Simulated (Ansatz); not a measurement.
Geometry optimisation, DFT PBE, scalar-relativistic, plane waves, PAW (Ansatz).

The input (input.yaml):

```yaml
crystal:
  lattice:
    - [0.0, 3.57, 3.57]
    - [3.57, 0.0, 3.57]
    - [3.57, 3.57, 0.0]
  atoms:
    - { symbol: C, position: [0.0, 0.0, 0.0] }
    - { symbol: C, position: [0.125, 0.125, 0.125] }
    - { symbol: C, position: [0.0, 0.0, 0.5] }
    - { symbol: C, position: [0.125, 0.125, 0.625] }
    - { symbol: C, position: [0.0, 0.5, 0.0] }
    - { symbol: C, position: [0.125, 0.625, 0.125] }
    - { symbol: C, position: [0.0, 0.5, 0.5] }
    - { symbol: C, position: [0.125, 0.625, 0.625] }
    - { symbol: C, position: [0.5, 0.0, 0.0] }
    - { symbol: C, position: [0.625, 0.125, 0.125] }
    - { symbol: C, position: [0.5, 0.0, 0.5] }
    - { symbol: C, position: [0.625, 0.125, 0.625] }
    - { symbol: C, position: [0.5, 0.5, 0.0] }
    - { symbol: C, position: [0.625, 0.625, 0.125] }
    - { symbol: C, position: [0.5, 0.5, 0.5] }
    - { symbol: C, position: [0.625, 0.625, 0.625] }
    - { symbol: H, position: [0.35634059, 0.89937657, -0.13196469] }
total_charge: 1
basis:
  ecutwfc: 420.0
kpoints:
  mp_grid: { grid: [3, 3, 3] }
hamiltonian:
  xc: pbe
scf:
  occupations: { method: gaussian, width: 0.05 }
  lower_state_search: "off"
relax:
  f_tol: 0.03
  max_steps: 60
  adjacent_minimum: "off"
```

Run as:

```bash
$ ansatz run input.yaml --threads 1 --pin off --max-ram 3072MiB --backend cpu --events-out ev --progress --plain --runs-dir out
```

**Question.** Where does it end, and by what steps?

**Answer.** It converged. Limits of this set-up: charged cell in a uniform background, uncorrected. After 8 steps the energy has fallen by 0.910 eV; H17 moved furthest, 0.76 Å. Joined: C1–H17, C4–H17.

```json
{"step": "0", "energy less start (eV)": "0.0000", "largest force component (eV/Å)": "1.381", "accepted": "yes"}
{"step": "1", "energy less start (eV)": "-0.1179", "largest force component (eV/Å)": "0.579", "accepted": "yes"}
{"step": "2", "energy less start (eV)": "-0.2168", "largest force component (eV/Å)": "0.893", "accepted": "yes"}
{"step": "3", "energy less start (eV)": "-0.4377", "largest force component (eV/Å)": "1.104", "accepted": "yes"}
{"step": "4", "energy less start (eV)": "-0.6942", "largest force component (eV/Å)": "1.024", "accepted": "yes"}
{"step": "5", "energy less start (eV)": "-0.8502", "largest force component (eV/Å)": "1.017", "accepted": "yes"}
{"step": "6", "energy less start (eV)": "-0.8897", "largest force component (eV/Å)": "0.518", "accepted": "yes"}
{"step": "7", "energy less start (eV)": "-0.9077", "largest force component (eV/Å)": "0.053", "accepted": "yes"}
{"step": "8", "energy less start (eV)": "-0.9096", "largest force component (eV/Å)": "0.020", "accepted": "yes"}
```

```xyz
17
Lattice="0.0000 3.5700 3.5700 3.5700 0.0000 3.5700 3.5700 3.5700 0.0000" Properties=species:S:1:pos:R:3
C 0.042 0.105 -0.090
C 0.912 0.971 0.882
C 1.765 1.845 -0.029
C 2.590 2.633 0.953
C 1.769 0.044 1.770
C 2.651 0.939 2.662
C 3.552 1.816 1.786
C 4.436 2.736 2.664
C -0.024 1.835 1.781
C 0.867 2.693 2.692
C 1.720 3.606 1.819
C 2.657 4.505 2.682
C 1.767 1.817 3.582
C 2.657 2.720 4.457
C 3.545 3.611 3.567
C 4.433 4.493 4.461
H 3.098 0.131 4.546
```

The run took 44 s on 1 thread of Arm Neoverse V1, on a shared host, peak memory 0.32 GiB.
